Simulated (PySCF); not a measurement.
PySCF input (BP86/def2-SVP):

```python
from pyscf import gto, dft

mol = gto.M(
    atom='''
    Cd   -0.25348114   -0.15121435   -0.20638745
    C     1.29567546    0.77293611    1.05495482
    H     1.75467220   -0.08341125    1.53686241
    H     0.71897939    1.41798297    1.70885077
    H     1.91939039    1.28610057    0.33115536
    ''',
    basis='def2-svp',
    ecp='def2-svp',
    charge=1,
    spin=0,
    verbose=4,
)

mf = dft.RKS(mol, xc='bp86')
mf.grids.level = 3
mf.conv_tol = 1e-9
mf.max_cycle = 100
mf.max_memory = 1500
mf.kernel()
if not mf.converged:
    mf = mf.newton()
    mf.kernel(mf.make_rdm1())
mf.dip_moment()
```

From the last part of the output:

```

WARN: HOMO -0.147826014921357 == LUMO -0.147825965968622

cycle= 2 E= -185.873730026448  delta_E= 20.6  |g|= 8.65  |ddm|= 18.1
  HOMO = -0.488718017421199  LUMO = -0.359730626861106  gap/eV = 3.50993
cycle= 3 E= -207.303812455389  delta_E= -21.4  |g|= 0.743  |ddm|= 17.2
  HOMO = -0.483043748981503  LUMO = -0.358152861547989  gap/eV = 3.39845
cycle= 4 E= -207.4092938695  delta_E= -0.105  |g|= 0.0919  |ddm|= 0.561
  HOMO = -0.493052965565431  LUMO = -0.369409468749232  gap/eV = 3.36451
cycle= 5 E= -207.408332254333  delta_E= 0.000962  |g|=  0.1  |ddm|= 0.417
  HOMO = -0.496941947745292  LUMO = -0.371868056864752  gap/eV = 3.40343
cycle= 6 E= -207.41245055698  delta_E= -0.00412  |g|= 0.0201  |ddm|= 0.199
  HOMO = -0.495010862686607  LUMO = -0.370092451365554  gap/eV = 3.39920
cycle= 7 E= -207.412545712686  delta_E= -9.52e-05  |g|= 0.00271  |ddm|= 0.0233
  HOMO = -0.49499780118445  LUMO = -0.370143670713873  gap/eV = 3.39745
cycle= 8 E= -207.412546843872  delta_E= -1.13e-06  |g|= 0.00104  |ddm|= 0.00467
  HOMO = -0.49495130683562  LUMO = -0.370130781967672  gap/eV = 3.39654
cycle= 9 E= -207.41254728758  delta_E= -4.44e-07  |g|= 0.000129  |ddm|= 0.00179
  HOMO = -0.494940849389218  LUMO = -0.370122485075305  gap/eV = 3.39648
cycle= 10 E= -207.41254729187  delta_E= -4.29e-09  |g|= 2.22e-05  |ddm|= 0.000181
  HOMO = -0.494942698438953  LUMO = -0.370123824928102  gap/eV = 3.39649
cycle= 11 E= -207.412547292055  delta_E= -1.85e-10  |g|= 1.42e-06  |ddm|= 3.43e-05
  HOMO = -0.49494308218669  LUMO = -0.370124144994406  gap/eV = 3.39650
Extra cycle  E= -207.41254729205  delta_E= 4.77e-12  |g|= 4.14e-06  |ddm|= 8.49e-06
converged SCF energy = -207.41254729205

WARN: System has nonzero charge 1; the dipole moment is origin-dependent.
Location of origin: [0. 0. 0.]

Dipole moment(X, Y, Z, Debye):  0.12616,  0.07527,  0.10272
```

The dipole moment of an ion depends on the origin.
